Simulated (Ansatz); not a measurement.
`CN(C)BO`. The species carries charge 0 and has multiplicity 1.

Cartesian coordinates in Å:
```
C -1.013 -0.952 0.239
N -0.054 0.103 0.023
C -0.564 1.427 0.258
B 1.263 -0.136 -0.382
O 1.685 -1.427 -0.590
H -1.881 -0.836 -0.422
H -0.553 -1.919 0.043
H -1.381 -0.942 1.273
H -1.413 1.650 -0.401
H 0.216 2.165 0.074
H -0.912 1.542 1.293
H 2.008 0.794 -0.544
H 2.601 -1.468 -0.864
```

(1) Give the diagnostics of a CCSD(T)/def2-TZVPP run (frozen core, the Gaussian-basis code of Ansatz). (An estimate is asked.)

## Answers

(1) Ansatz gave: T1 = 0.0115, largest single amplitude 0.026, largest double 0.020, (T) share of the correlation energy 3.7 %, 9 CCSD cycles. The RHF solution is stable towards an unrestricted one. T1 lies under the customary mark of 0.02 for closed shells.
